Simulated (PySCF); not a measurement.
C₃H₆F₂Ge.
Numbering: `[F:1][C@@H:2]1[CH2:3][C@H:4]([F:5])[GeH2:6]1` (hydrogens: H7 on C2; H8, H9 on C3; H10 on C4; H11, H12 on Ge6)

The calculation used PySCF 2.14.0, PBE0-D3(BJ)/def2-SVP geometry optimisation, gas phase.

(1) What internal coordinates does the optimisation give?

Results:

(1) 
```json
{"bond": "F1–C2, C4–F5", "length (Å)": "1.368", "order": "single"}
{"bond": "C2–C3, C3–C4", "length (Å)": "1.535", "order": "single"}
{"bond": "C2–Ge6, C4–Ge6", "length (Å)": "1.999", "order": "single"}
{"bond": "C2–H7, C4–H10", "length (Å)": "1.103", "order": "single"}
{"bond": "C3–H8", "length (Å)": "1.102", "order": "single"}
{"bond": "C3–H9", "length (Å)": "1.103", "order": "single"}
{"bond": "Ge6–H11", "length (Å)": "1.535", "order": "single"}
{"bond": "Ge6–H12", "length (Å)": "1.539", "order": "single"}
```

Bonds in one row agree within 0.01 Å and their mean is given. Orders are formal, as drawn. A selection of angles:
```json
{"angle": "F1–C2–C3", "degrees": "113.9"}
{"angle": "F1–C2–Ge6", "degrees": "120.3"}
{"angle": "F1–C2–H7", "degrees": "108.4"}
{"angle": "C3–C2–Ge6", "degrees": "89.0"}
{"angle": "C3–C2–H7", "degrees": "112.2"}
{"angle": "Ge6–C2–H7", "degrees": "112.0"}
{"angle": "C2–C3–C4", "degrees": "101.4"}
{"angle": "C2–C3–H8", "degrees": "116.1"}
{"angle": "C2–C3–H9", "degrees": "107.4"}
{"angle": "H8–C3–H9", "degrees": "107.8"}
{"angle": "C4–Ge6–H11", "degrees": "112.7"}
{"angle": "C4–Ge6–H12", "degrees": "120.7"}
{"angle": "C2–Ge6–C4", "degrees": "72.9"}
{"angle": "C2–Ge6–H12", "degrees": "120.5"}
{"angle": "H11–Ge6–H12", "degrees": "112.0"}
```

Torsions: F1–C2–C3–C4 -146° (anticlinal); C2–C3–C4–F5 146° (anticlinal); C3–C4–Ge6–C2 -18° (synperiplanar); F1–C2–Ge6–C4 136° (anticlinal).

Ge6 (germanium bonded to 2 C and 2 H) has angles from 72.9° to 120.7°. The 4-membered ring C2–C3–C4–Ge6 has internal angles of 72.9° to 101.4°; it is puckered, 0.15 Å rms from its mean plane, widest ring torsion 23°.

Point group: Cs (tolerance 0.08 Å). No frequency check. The numbers are those of one conformer.

On Arm Neoverse V1, one thread, shared host with 32 logical CPUs at a one-minute load of 12, this took 89 s of wall time and 0.51 GiB of memory at its peak. This is the geometry optimisation.
